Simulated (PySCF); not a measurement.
Bonds (- single, = double, # triple, : aromatic): N1-C2, C2=O3, C2-Si4, Si4-N5, N5-Si6, N5-Si7. N1 carries H8, H9; Si4 carries H10, H11; Si6 carries H12, H13, H14; Si7 carries H15, H16, H17.

PySCF 2.14 calculation with shieldings: GIAO PBE0/pcSseg-1 and GFN2-xTB structure; rapidly exchanging positions averaged, one conformer, relativity neglected, no solvent model.

Referencing at the same level of theory: $^{13}$C (σref 186.93), $^{1}$H (σref 31.72), $^{29}$Si (σref 349.16) vs TMS; NH3 for $^{15}$N (σref 267.73); $^{17}$O (σref 336.08) vs H2O.

| atoms | nucleus | count | δ (ppm) |
| --- | --- | --- | --- |
| H10/H11 | $^{1}$H | 2 | ? |
| N1 | $^{15}$N | 1 | 130.9 |
| H8/H9 | $^{1}$H | 2 | 5.36 |
| C2 | $^{13}$C | 1 | 187.4 |
| H12/H13/H14/H15/H16/H17 | $^{1}$H | 6 | 4.87 |
| O3 | $^{17}$O | 1 | 480.2 |
| Si6/Si7 | $^{29}$Si | 2 | -56.1 |
| N5 | $^{15}$N | 1 | ? |
| Si4 | $^{29}$Si | 1 | ? |

Estimate the values marked ?.

Answers


- H10/H11: 4.96 ppm, hydrogen on a silicon bonded to C, N
- N5: -24.2 ppm, nitrogen bonded to 3 Si
- Si4: -57.8 ppm, silicon bonded to C, N, 2 H

The OH or NH signal is concentration- and solvent-dependent in practice; the value given is the gas-phase one. Shifts are as computed. Against solution values, carbons near 30 ppm lie about +3 ppm off and those near 130 ppm about +5 ppm. Of 1309 compounds with measured shifts, 239 miss one by over three times the rms of a fit or turn the order of signals round; such compounds aren't used in these exercises. Hydrogen bonding in solution shields acid and N–H amide carbonyl oxygens by tens of ppm. Hydrogen bonding in solution deshields acid and N–H amide carbonyl carbons by as much as 10 ppm beyond these values. Unscaled 17O shifts of doubly bonded oxygen tend to come out too high, by tens of ppm or more. Experimental scales use liquid or dissolved standards, which lie at an offset from isolated NH3 (liquid NH3: subtract about 20 ppm) and H2O (liquid H2O: subtract about 36 ppm).
